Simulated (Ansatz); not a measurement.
`O[SiH2][SiH2]Cl` + `[OH][GeH3]` → `Cl[SiH2][O][GeH3]` + `O[SiH3]` at 700 K and 1 bar (cleavage of the Si–Si bond).

Gas-phase electronic energies from Ansatz, PBE0-D4/def2-TZVP geometries. CBS: MP2 limit from def2 TZ/QZ plus the TZ coupled-cluster correction, frozen cores. For Ge outer-core shells are correlated without core-valence functions, which leaves a few kJ/mol of doubt a bond. Scalar relativity is left out up to krypton. One conformer a species, not always the lowest.

```
            species  CCSD(T)/CBS energy (Eh)  H − E (kJ/mol)  S (J/(mol·K))
  `O[SiH2][SiH2]Cl`              -1116.20195           207.3          466.4
       `[OH][GeH3]`              -2153.69723           141.7          338.7
`Cl[SiH2][O][GeH3]`              -2903.25837           198.7          481.3
          `O[SiH3]`               -366.69042           144.6          321.6
```

H − E and S are ideal-gas, rigid-rotor, harmonic terms from PBE0-D4/def2-TZVP, for one conformer and one mirror image of each species. 1 Eh = 2625.50 kJ/mol, R = 8.31446 J/(mol·K).

Question: By hand: ΔE, ΔH, ΔS and ΔG.

Answer: ΔE = (-2903.25837) + (-366.69042) − (-1116.20195) − (-2153.69723) = -0.04961 Eh = -130.3 kJ/mol. Δ(H − E) = 198.7 + 144.6 − 207.3 − 141.7 = -5.7, so ΔH = -136.0 kJ/mol. ΔS = 481.3 + 321.6 − 466.4 − 338.7 = -2.2 J/(mol·K). ΔG = -136.0 − 700 × (-2.2)/1000 = -134.5 kJ/mol.

Question: By hand: the equilibrium constant, and the temperature at which ΔG would vanish if ΔH and ΔS stayed fixed.

Answer: log₁₀ K = −ΔG/(RT ln 10) = 10.0. ΔG = 0 at ΔH/ΔS = 61818 K, far beyond where these terms or the molecules hold.

The number of gas molecules stays the same, so ΔS is small and ΔH decides. A doubt of 5 kJ/mol in ΔE shifts log₁₀ K by 0.4 here. Other conformers and mirror images would add mixing entropy, several J/(mol·K) or more a flexible species. Modes under 60 cm⁻¹, often nearly free rotors, make the harmonic entropy too high. These are equilibria of isolated gas molecules and say nothing of rates. Largest T1 diagnostic: 0.011 (customary marks: 0.02 for closed shells, 0.045 for open ones).
